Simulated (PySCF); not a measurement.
# Cu⁺: excitation energy

Cu⁺ [Ar] 3d10 (1S) → Cu⁺ [Ar] 3d9 4p1 (high-spin determinant), as a difference of total energies. All numbers are calculated (PySCF 2.14, scalar relativity through the core potential, in aug-cc-pwCVDZ-PP with ECP10MDF (6s6p5d3f, 70 functions)). Correlated levels: valence: 3s2 3p6 frozen; valence and next inner shell: nothing frozen outside the core potential. The calculations carry no spin-orbit coupling.

| method | excitation energy (eV) |
| --- | --- |
| UHF | 5.911 |
| LDA | 8.793 |
| PBE | 8.168 |
| PBE0 | 7.814 |
| r2SCAN | 7.628 |
| M06-L | 7.932 |
| LC-wPBE | 8.358 |
| B2PLYP | 8.196 |
| MN15 | 9.707 |
| MP2 (valence) | 9.042 |
| SCS-MP2 (valence) | 8.717 |
| MP2 (valence and next inner shell) | 9.521 |
| SCS-MP2 (valence and next inner shell) | 9.093 |

Task: How much does correlation contribute at MP2 (valence and next inner shell)?

Result: 9.521 − (5.911) = 3.610 eV, measured against UHF.

The determinant of the upper state mixes LS terms, which raises its energy above the lowest term, most at the Hartree-Fock and MP2 levels.
